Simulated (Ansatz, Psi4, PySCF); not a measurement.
C6H13O, doublet, at a GFN2-xTB geometry. Base run: BLYP/STO-3G in PySCF.

The PySCF input:
```python
from pyscf import gto, scf, dft

mol = gto.Mole()
mol.atom = '''
    C    -1.38542588   -1.24611741   -1.15825996
    C    -1.28164433   -0.78156048    0.23741676
    C    -2.06671238    0.50601947    0.47381936
    C     0.19691125   -0.64418768    0.66477877
    C     0.99828683    0.30993029   -0.22756720
    C     2.48991908   -0.02682553   -0.19550963
    O     0.77420538    1.63034663    0.22965947
    H    -0.80027265   -2.08141567   -1.49289813
    H    -2.07632384   -0.79706450   -1.84332604
    H    -1.70353196   -1.55905497    0.90184723
    H    -3.10700639    0.37285056    0.18530611
    H    -2.02943018    0.78485542    1.52377934
    H    -1.64076410    1.31922168   -0.10536649
    H     0.24804038   -0.27346668    1.68897304
    H     0.66252442   -1.62986023    0.62660201
    H     0.62825623    0.20941345   -1.26417294
    H     3.05285872    0.67585659   -0.80914361
    H     2.66086899   -1.02907958   -0.57834581
    H     2.86057828    0.03079947    0.82569540
    H     1.34255136    2.23061957   -0.26429468
'''
mol.basis = 'sto-3g'
mol.spin = 1
mol.verbose = 3
mol.build()

mf = dft.UKS(mol)
mf.xc = 'blyp'
mf.kernel()
```

The same geometry, method and basis name were run in Ansatz (a quantum-chemistry and plane-wave program) and Psi4 and PySCF, at each program's defaults and at the settings that a row names. The base is PySCF at its defaults. Differences at the defaults can come from grids, fitting, cores and function types together.

```csv
code and settings,ΔE vs base (µEh),basis functions,E (Eh),SCF cycles,dipole (D)
"PySCF, defaults (exact integrals, its default grid, spherical functions)",0.0,48,-307.49971,11,1.13
"Psi4, defaults (density fitting with its default set, its default grid, spherical functions)",-2348,48,-307.50206,8,1.13
"Ansatz, defaults (factorised integrals, its default grid, spherical functions)",0.6,48,-307.49971,-,-
"PySCF, density fitting with def2-universal-jkfit",-2331,48,-307.50204,11,1.13
"PySCF, fine grid",0.5,48,-307.49971,11,1.13
"Psi4, exact integrals, spherical functions, fine grid",1.6,48,-307.49971,13,1.13
"Ansatz, high accuracy",0.1,48,-307.49971,-,-
```

Open shells are given as the SCF converged; they aren't shown to be the lowest states, and a large step between rows can be another state.
